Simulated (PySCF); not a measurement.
# Palladium: a sound run and one with changed settings

Sound run: Pd [Kr] 4d10, Pd⁺ [Kr] 4d9. Calculation: PySCF 2.14, in def2-TZVP with the def2 core potential (28 electrons) (6s4p3d1f, 40 functions); scalar relativity through the core potential. The sound run starts from symmetry-adapted Hartree-Fock orbitals and uses a fine grid where one is needed.

Changed run: 6 angular points. This setting is unsound on purpose.

```
species  method  sound run (hartree)  changed run (hartree)  converged
     Pd     UHF           -127.03019             -127.03019        yes
     Pd   B3LYP           -127.91603             -131.48505        yes
     Pd    PBE0           -127.85727             -131.07998        yes
    Pd⁺     UHF           -126.79939             -126.79939        yes
    Pd⁺   B3LYP           -127.60094             -129.61453        yes
    Pd⁺    PBE0           -127.55006             -129.31160        yes
```

Ionisation energy of Pd:

```
method  sound run (eV)  changed run (eV)
   UHF           6.281             6.281
```

A coarse angular grid integrates products of high-l functions wrongly, so density functionals can shift, and the SCF can exploit the error; Hartree-Fock and MP2 need no grid.

For comparison, NIST gives 8.337 eV between the lowest levels.
